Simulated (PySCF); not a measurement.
Isomers of C3H11ClOSi2, one GFN2-xTB conformer each. Single-point energies are computed at PBE0/pcSseg-1 (PySCF, gas phase, no added dispersion term), electronic only.

```json
{"SMILES": "CO[Si@H](C)[SiH2]CCl", "GFN2-xTB relative energy (kcal/mol)": "6.9"}
{"SMILES": "CO[SiH2]C[SiH2]CCl", "GFN2-xTB relative energy (kcal/mol)": "0.0"}
{"SMILES": "CO[Si@H](CCl)[SiH2]C", "GFN2-xTB relative energy (kcal/mol)": "7.3"}
```

Conformers: `[CH3:1][O:2][Si@H:3]([CH3:4])[SiH2:5][CH2:6][Cl:7]` with C1–O2–Si3–C4 -56°, O2–Si3–Si5–C6 -69°, Si3–Si5–C6–Cl7 -57°; `[CH3:1][O:2][SiH2:3][CH2:4][SiH2:5][CH2:6][Cl:7]` with C1–O2–Si3–C4 177°, O2–Si3–C4–Si5 40°, Si3–C4–Si5–C6 49°, C4–Si5–C6–Cl7 57°; `[CH3:1][O:2][Si@H:3]([CH2:4][Cl:5])[SiH2:6][CH3:7]` with C1–O2–Si3–C4 175°, O2–Si3–C4–Cl5 -80°, O2–Si3–Si6–C7 36°.

What does PBE0/pcSseg-1 give for the same structures?

```csv
SMILES,PBE0/pcSseg-1 E (Eh),PBE0/pcSseg-1 (kcal/mol),GFN2-xTB (kcal/mol),point group
CO[SiH2]C[SiH2]CCl,-1234.69565,0.0,0.0,C1
CO[Si@H](CCl)[SiH2]C,-1234.69161,2.5,7.3,C1
CO[Si@H](C)[SiH2]CCl,-1234.69130,2.7,6.9,C1
```

Both levels put the same isomer lowest; measured from each level's own lowest isomer, the values differ by up to 4.8 kcal/mol (CO[Si@H](CCl)[SiH2]C: 7.3 against 2.5). As drawn, the highest has an Si–Si bond, which the lowest lacks. Neighbours under 2.5 kcal/mol apart (CO[Si@H](CCl)[SiH2]C and CO[Si@H](C)[SiH2]CCl) can change places with a better method, another conformer or zero-point energy.

Which frontier levels, dipoles and rotational constants go with these structures?

```
              SMILES  HOMO (eV, PBE0/pcSseg-1)  LUMO (eV)  dipole (D)       A, B, C (MHz)
  CO[SiH2]C[SiH2]CCl                     -7.85       0.26        2.36  2035, 754.3, 720.1
CO[Si@H](CCl)[SiH2]C                     -7.74      -0.29        1.99   1385, 1129, 822.4
CO[Si@H](C)[SiH2]CCl                     -7.81      -0.12        2.52  2071, 731.3, 658.6
```
